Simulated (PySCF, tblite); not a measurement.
C5H7F3O.
Atom-mapped SMILES: `[F:1][CH2:2][C@@:3]1([F:4])[CH2:5][C@@H:6]([F:7])[CH2:8][O:9]1` (hydrogens: H10, H11 on C2; H12, H13 on C5; H14 on C6; H15, H16 on C8)

Computed with GFN2-xTB (tblite), gas phase: nudged elastic band of 9 images (0 to 8), spring 0.2 eV/Å², climbing image at the end, force threshold 0.05 eV/Å. The top image wasn't refined or checked by frequencies; at this threshold it can lie a kcal/mol or more above the true saddle point of the method.

Path: rotation about C2–C3 (sp3 C–F carbon, sp3 C–F carbon), followed by the dihedral F1–C2–C3–O9.

Image 0 (start, dihedral 160°):
```
atom  x, y, z in Å
F1      2.496    1.126   -0.775
C2      2.011   -0.145   -0.648
C3      0.754   -0.161    0.222
F4      1.154   -0.175    1.563
C5     -0.197    1.031    0.031
C6     -1.588    0.400    0.135
F7     -2.272    0.557   -1.050
C8     -1.305   -1.088    0.388
O9      0.036   -1.309   -0.025
H10     2.792   -0.759   -0.192
H11     1.762   -0.512   -1.647
H12    -0.012    1.787    0.791
H13    -0.060    1.472   -0.956
H14    -2.220    0.847    0.906
H15    -1.413   -1.324    1.453
H16    -1.946   -1.737   -0.208
```

Image 8 (end, +0.130 eV, dihedral -60°):
```
atom  x, y, z in Å
F1      2.956   -0.848   -0.125
C2      2.021    0.004   -0.628
C3      0.758    0.015    0.236
F4      1.121    0.430    1.522
C5     -0.334    0.984   -0.256
C6     -1.636    0.233    0.042
F7     -2.328    0.000   -1.126
C8     -1.171   -1.093    0.662
O9      0.195   -1.234    0.308
H10     1.772   -0.341   -1.636
H11     2.464    1.006   -0.646
H12    -0.267    1.932    0.272
H13    -0.246    1.154   -1.328
H14    -2.324    0.783    0.690
H15    -1.279   -1.067    1.751
H16    -1.709   -1.948    0.252
```

Q: What do the inner images look like?

A: 
Image 1: +0.018 eV, dihedral 178°
```
atom  x, y, z in Å
F1      2.699    1.028   -0.504
C2      2.007   -0.139   -0.653
C3      0.755   -0.135    0.221
F4      1.159   -0.097    1.558
C5     -0.218    1.034   -0.006
C6     -1.597    0.380    0.120
F7     -2.283    0.476   -1.071
C8     -1.286   -1.092    0.425
O9      0.056   -1.302    0.009
H10     2.662   -0.965   -0.363
H11     1.717   -0.225   -1.703
H12    -0.050    1.814    0.733
H13    -0.092    1.449   -1.005
H14    -2.238    0.846    0.872
H15    -1.378   -1.291    1.498
H16    -1.920   -1.773   -0.142
```

Image 2: +0.069 eV, dihedral -165°
```
atom  x, y, z in Å
F1      2.876    0.853   -0.278
C2      2.007   -0.126   -0.659
C3      0.755   -0.111    0.221
F4      1.163   -0.024    1.552
C5     -0.239    1.034   -0.039
C6     -1.607    0.360    0.107
F7     -2.291    0.403   -1.087
C8     -1.270   -1.095    0.462
O9      0.073   -1.295    0.047
H10     2.513   -1.091   -0.565
H11     1.730    0.063   -1.700
H12    -0.085    1.840    0.675
H13    -0.126    1.419   -1.051
H14    -2.257    0.841    0.841
H15    -1.357   -1.258    1.541
H16    -1.893   -1.805   -0.080
```

Image 3: +0.135 eV, dihedral -147°
```
atom  x, y, z in Å
F1      3.019    0.613   -0.100
C2      2.011   -0.108   -0.664
C3      0.756   -0.087    0.221
F4      1.159    0.050    1.547
C5     -0.261    1.032   -0.072
C6     -1.617    0.340    0.097
F7     -2.299    0.333   -1.100
C8     -1.254   -1.097    0.499
O9      0.091   -1.286    0.088
H10     2.353   -1.140   -0.784
H11     1.796    0.340   -1.637
H12    -0.120    1.861    0.616
H13    -0.160    1.384   -1.097
H14    -2.276    0.834    0.814
H15    -1.340   -1.226    1.583
H16    -1.866   -1.835   -0.021
```

Image 4: +0.188 eV, dihedral -129°
```
atom  x, y, z in Å
F1      3.116    0.326    0.020
C2      2.015   -0.086   -0.665
C3      0.756   -0.065    0.223
F4      1.153    0.127    1.544
C5     -0.280    1.025   -0.107
C6     -1.624    0.319    0.086
F7     -2.307    0.263   -1.110
C8     -1.239   -1.098    0.534
O9      0.109   -1.279    0.132
H10     2.192   -1.109   -1.008
H11     1.897    0.591   -1.516
H12    -0.153    1.878    0.554
H13    -0.187    1.345   -1.144
H14    -2.291    0.826    0.787
H15    -1.328   -1.194    1.622
H16    -1.838   -1.861    0.037
```

Image 5 (top): +0.204 eV, dihedral -112°
```
atom  x, y, z in Å
F1      3.155    0.016    0.077
C2      2.016   -0.060   -0.663
C3      0.758   -0.046    0.228
F4      1.146    0.204    1.540
C5     -0.295    1.015   -0.144
C6     -1.629    0.297    0.073
F7     -2.312    0.195   -1.119
C8     -1.224   -1.099    0.569
O9      0.130   -1.272    0.180
H10     2.040   -1.001   -1.220
H11     2.019    0.797   -1.342
H12    -0.181    1.891    0.490
H13    -0.204    1.300   -1.191
H14    -2.301    0.817    0.760
H15    -1.317   -1.161    1.658
H16    -1.808   -1.885    0.092
```

Image 6: +0.181 eV, dihedral -94°
```
atom  x, y, z in Å
F1      3.137   -0.299    0.065
C2      2.013   -0.035   -0.655
C3      0.759   -0.028    0.234
F4      1.142    0.280    1.536
C5     -0.307    1.004   -0.182
C6     -1.631    0.275    0.059
F7     -2.314    0.126   -1.127
C8     -1.207   -1.098    0.603
O9      0.151   -1.264    0.229
H10     1.905   -0.824   -1.405
H11     2.156    0.943   -1.125
H12    -0.209    1.902    0.422
H13    -0.213    1.254   -1.237
H14    -2.308    0.807    0.730
H15    -1.307   -1.127    1.693
H16    -1.776   -1.908    0.148
```

Image 7: +0.146 eV, dihedral -77°
```
atom  x, y, z in Å
F1      3.067   -0.595   -0.013
C2      2.012   -0.013   -0.643
C3      0.760   -0.010    0.239
F4      1.135    0.354    1.532
C5     -0.318    0.993   -0.218
C6     -1.631    0.252    0.045
F7     -2.313    0.055   -1.136
C8     -1.189   -1.095    0.635
O9      0.174   -1.252    0.275
H10     1.804   -0.594   -1.546
H11     2.304    1.014   -0.885
H12    -0.238    1.913    0.355
H13    -0.220    1.210   -1.280
H14    -2.317    0.796    0.699
H15    -1.294   -1.089    1.726
H16    -1.742   -1.929    0.205
```

The largest changes of bonds and angles from start to top: C2–C3 1.528 → 1.542 Å, C3–F4 1.399 → 1.391 Å, F1–C2 1.366 → 1.360 Å, C3–C5 1.536 → 1.541 Å, C3–C2–H11 109.2 → 110.7°, C3–C2–H10 110.1 → 108.7°, F1–C2–H11 107.9 → 106.9°. GFN2-xTB torsional profiles can miss by a kcal/mol or more and can put conformers in the wrong order.

Q: What do single points at PBE0/pcSseg-1 (PySCF, no dispersion term) give on some images?

A: 
```csv
image,GFN2-xTB E (eV),DFT E (eV),HOMO (eV),LUMO (eV),dipole (D)
0,0.000,0.000,-8.69,1.33,1.28
2,0.069,0.035,-8.76,1.27,1.74
5,0.204,0.228,-8.67,1.21,2.34
6,0.181,0.180,-8.64,1.22,2.54
8,0.130,0.088,-8.64,1.18,2.76
```

Energies count from image 0 at each level. At the GFN2-xTB top the DFT energy is 5.3 kcal/mol against 4.7; the geometries weren't optimised at the DFT level.

What follows is the cost of the whole band run. Hardware: Intel Xeon Platinum 8259CL at 2.50 GHz, one thread (shared host). Cost: 3.4 s wall, 0.19 GiB resident at most.
